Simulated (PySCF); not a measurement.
H4ClNSi, SMILES N[SiH2]Cl (PBE0/def2-SVP optimised geometry):

```
7

N      1.048    -0.607     0.000
Si    -0.666    -0.607     0.000
Cl    -1.555     1.283     0.000
H      1.555    -0.335     0.835
H      1.554    -0.335    -0.835
H     -1.132    -1.283    -1.239
H     -1.132    -1.282     1.240
```

Calculation: PBE0/def2-TZVP run with PySCF.

### Question
What are the frontier orbital energies and the dipole moment?

### Answer
HOMO-2 -9.12 eV, HOMO-1 -8.69 eV, HOMO -8.03 eV, LUMO 0.35 eV, LUMO+1 0.96 eV; dipole moment 1.99 D.

Meta-Löwdin charges at PBE0/def2-TZVP: N1 -0.73, Si2 0.78, Cl3 -0.34, H4 0.25, H5 0.25, H6 -0.10, H7 -0.10.
